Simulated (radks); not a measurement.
Task: Ionisation of the holmium ion Ho+, [Xe] 4f11 6s1, to [Xe] 4f11 as the strength of local exchange is varied. All-electron calculation, Dirac Kohn-Sham, Slater X-alpha exchange (alpha = 2/3 is LDA exchange), no correlation, spin-unpolarised, spherical densities, point nucleus; open shells fill j = l - 1/2 first. Program: a radial shooting solver on a logarithmic mesh with Libxc functionals.

alpha  E(Ho+) (hartree)  exchange (hartree)  IE (eV)  -e of the level emptied (eV)  <r> of it (bohr)
0.629       -12598.9531           -241.8628   10.950                 8.135 (6s1/2)             3.735
0.67        -12614.7293           -257.9841   11.149                 8.338 (6s1/2)             3.702
0.841       -12680.7614           -325.6785   12.017                 9.229 (6s1/2)             3.569
0.959       -12726.5461           -372.8191   12.646                 9.882 (6s1/2)             3.481
1.02        -12750.2840           -397.3247   12.980                10.230 (6s1/2)             3.437
?           -12613.5742           -256.8031   11.134                 8.323 (6s1/2)             3.705

Which alpha was used in the last row?

Result: alpha = 0.667. NIST Atomic Spectra Database: 11.78 eV (semi-empirical). The Delta-SCF value meets it near alpha = 0.79. Spin polarisation and multiplet splitting are left out, so open shells lie too high by an amount that depends on their filling.

Beside tabulated values, note that spin-unpolarised runs miss the spin-polarisation part of the exchange energy of open shells.
